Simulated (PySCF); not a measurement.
Cl$_{3}$Y, charge +1, doublet, at a GFN2-xTB geometry (such geometries of metal compounds can be far from the true shape) (the multiplicity is a formal guess) (all electrons, no relativity); PySCF with BLYP/3-21G.

Input for PySCF:
```python
from pyscf import gto, scf, dft

mol = gto.Mole()
mol.atom = '''
    Y     0.271887    0.698722    0.429923
    Cl    1.626806   -0.897967   -0.898043
    Cl   -0.883358   -1.297971    1.339505
    Cl   -1.367189    0.592988   -1.427755
'''
mol.basis = '3-21g'
mol.charge = 1
mol.spin = 1
mol.verbose = 4
mol.build()

mf = dft.UKS(mol)
mf.xc = 'blyp'
mf.kernel()
```

Task: Write the output that PySCF gives for this input, abridged.

Result: 
```
PySCF version 2.14.0

[INPUT] verbose = 4
[INPUT] num. atoms = 4
[INPUT] num. electrons = 89
[INPUT] charge = 1
[INPUT] spin (= nelec alpha-beta = 2S) = 1
[INPUT] symmetry False subgroup None
[INPUT] Mole.unit = angstrom
[INPUT] Symbol           X                Y                Z      unit          X                Y                Z       unit  Magmom
[INPUT]  1 Y      0.271887000000   0.698722000000   0.429923000000 AA    0.513791966830   1.320393217208   0.812436724651 Bohr   0.0
[INPUT]  2 Cl     1.626806000000  -0.897967000000  -0.898043000000 AA    3.074217797799  -1.696911698897  -1.697055318083 Bohr   0.0
[INPUT]  3 Cl    -0.883358000000  -1.297971000000   1.339505000000 AA   -1.669304689944  -2.452809707628   2.531297592486 Bohr   0.0
[INPUT]  4 Cl    -1.367189000000   0.592988000000  -1.427755000000 AA   -2.583612770518   1.120584915154  -2.698065922978 Bohr   0.0

nuclear repulsion = 559.949848465307
number of shells = 35
number of NR pGTOs = 162
number of NR cGTOs = 75
basis = 3-21g
ecp = {}

******** <class 'pyscf.dft.uks.UKS'> ********
method = UKS
initial guess = minao
damping factor = 0
level_shift factor = 0
DIIS = <class 'pyscf.scf.diis.CDIIS'>
diis_start_cycle = 1
diis_space = 8
diis_damp = 0
SCF conv_tol = 1e-09
SCF conv_tol_grad = None
SCF max_cycles = 50
direct_scf = True
direct_scf_tol = 1e-13
number electrons alpha = 45  beta = 44
XC library pyscf.dft.libxc version 7.1.2
    S. Lehtola, C. Steigemann, M. J. T. Oliveira, and M. A. L. Marques,  SoftwareX 7, 1–5 (2018)
XC functionals = blyp
    A. D. Becke,  Phys. Rev. A 38, 3098 (1988)
    C. Lee, W. Yang, and R. G. Parr,  Phys. Rev. B 37, 785 (1988)
    B. Miehlich, A. Savin, H. Stoll, and H. Preuss,  Chem. Phys. Lett. 157, 200 (1989)
radial grids:
    Treutler-Ahlrichs [JCP 102, 346 (1995); DOI:10.1063/1.469408] (M4) radial grids

becke partition: Becke, JCP 88, 2547 (1988); DOI:10.1063/1.454033
pruning grids: <function nwchem_prune>
grids dens level: 3
symmetrized grids: False
atomic radii adjust function: <function treutler_atomic_radii_adjust>
small_rho_cutoff = 0
Set gradient conv threshold to 3.16228e-05
tot grids = 78520
init E= -4686.93682731385

cycle= 1 E= -4691.29795579902  delta_E= -4.36  |g|= 0.633  |ddm|= 2.05

cycle= 2 E= -4691.15301776082  delta_E= 0.145  |g|= 0.628  |ddm|= 1.62
cycle= 3 E= -4691.5207635184  delta_E= -0.368  |g|= 0.238  |ddm|= 1.36
cycle= 4 E= -4691.53174389679  delta_E= -0.011  |g|= 0.149  |ddm|= 0.601
cycle= 5 E= -4691.46613707705  delta_E= 0.0656  |g|= 0.297  |ddm|= 1.02
cycle= 6 E= -4691.54387631672  delta_E= -0.0777  |g|= 0.103  |ddm|= 0.823
cycle= 7 E= -4691.52189351764  delta_E= 0.022  |g|= 0.173  |ddm|= 0.721
cycle= 8 E= -4691.55454757454  delta_E= -0.0327  |g|= 0.0249  |ddm|= 0.707
cycle= 9 E= -4691.55499800952  delta_E= -0.00045  |g|= 0.013  |ddm|= 0.106
cycle= 10 E= -4691.55518074444  delta_E= -0.000183  |g|= 0.00131  |ddm|= 0.0618
cycle= 11 E= -4691.55517567787  delta_E= 5.07e-06  |g|= 0.00257  |ddm|= 0.0189
cycle= 12 E= -4691.5551824649  delta_E= -6.79e-06  |g|= 0.000757  |ddm|= 0.00845
cycle= 13 E= -4691.55518306907  delta_E= -6.04e-07  |g|= 0.000214  |ddm|= 0.00433
cycle= 14 E= -4691.55518311203  delta_E= -4.3e-08  |g|= 8.64e-05  |ddm|= 0.000759
cycle= 15 E= -4691.55518311959  delta_E= -7.57e-09  |g|= 2.57e-05  |ddm|= 0.000248
cycle= 16 E= -4691.55518312021  delta_E= -6.17e-10  |g|= 7.07e-06  |ddm|= 8.08e-05
Extra cycle  E= -4691.55518310494  delta_E= 1.53e-08  |g|= 0.00012  |ddm|= 0.000499
SCF not converged.
SCF energy = -4691.55518310494 after 50 cycles  <S^2> = 0.75343445  2S+1 = 2.0034315
```

Convergence was not reached.
